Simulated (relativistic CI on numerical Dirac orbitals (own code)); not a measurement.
**What each ingredient does to the levels of Gd LV**

Base calculation: Dirac-Coulomb-Breit CI, orbitals from a KLI potential per configuration, QED by a radiative potential, unscaled Slater integrals.

CI space (outside the closed core 1s2): 2s²2p⁶, 2s²2p⁵3s, 2s²2p⁵3p, 2s²2p⁵3d, 2s2p⁶3s, 2s2p⁶3p, 2s2p⁶3d, 2s²2p⁵4s, 2s²2p⁵4p, 2s²2p⁵4d, 2s²2p⁵4f, 2s²2p⁴3s², 2s2p⁶4s, 2s2p⁶4p, 2s²2p⁴3s3p, 2s2p⁶4d, 2s²2p⁵5s, 2s2p⁶4f, 2s²2p⁵5p, 2s²2p⁵5d, 2s²2p⁵5f, 2s²2p⁵5g, 2s²2p⁴3s3d, 2s²2p⁴3p², 2s²2p⁴3p3d, 2s2p⁵3s², 2s²2p⁴3d², 2s2p⁵3s3p, 2s2p⁵3s3d, 2s2p⁵3p², 2s2p⁶5s, 2s2p⁶5p, 2s2p⁶5d, 2s2p⁵3p3d, 2s2p⁶5f, 2s2p⁶5g. Levels of other configurations are missing.

Variants: (1) QED terms removed. Shifts of the energy above 2s²2p⁶ ¹S0, in eV, for the lowest level and the first level of each name with at least 55 % of one term (blank where a level changes its place among those of its configuration and J or its character, or is not in the variant):

| Level | Base | Δ(1) |
| --- | --- | --- |
| 2s²2p⁶ ¹S0 | 0.00 | 0.00 |
| 2s²2p⁵3s ³P°2 | 6101.19 | -1.78 |
| 2s²2p⁵3s ¹P°1 | 6108.17 | -1.79 |
| 2s²2p⁵3p ³D3 | 6412.45 | +0.89 |
| 2s²2p⁵3p ¹P1 | 6412.58 | +0.90 |
| 2s²2p⁵3p ³P2 | 6423.02 | +0.89 |
| 2s²2p⁵3p ¹S0 | 6469.15 | +0.89 |
| 2s²2p⁵3d ³P°0 | 6545.10 | +1.36 |
| 2s²2p⁵3d ³P°1 | 6553.11 | +1.35 |
| 2s²2p⁵3d ³D°2 | 6561.57 | +1.35 |
| 2s²2p⁵3d ³F°4 | 6596.31 | +1.23 |
| 2s²2p⁵3d ³D°3 | 6610.44 | +1.23 |
| 2s²2p⁵3d ¹P°1 | 6635.73 | +1.22 |
| 2s²2p⁵3s ³P°0 | 6816.64 | -2.73 |

At this charge energies of transitions that change n are usually good to better than 1 %, and those within a shell (Δn = 0) to a few per cent.

Ionisation energy from the two ground configurations alone: base 11271.5 eV. The NIST ASD value (theoretical) is 11273 eV.

LS names give the leading component of a level, which can be under half, so a name can repeat, a term be missing and a line seem to break the LS rules.
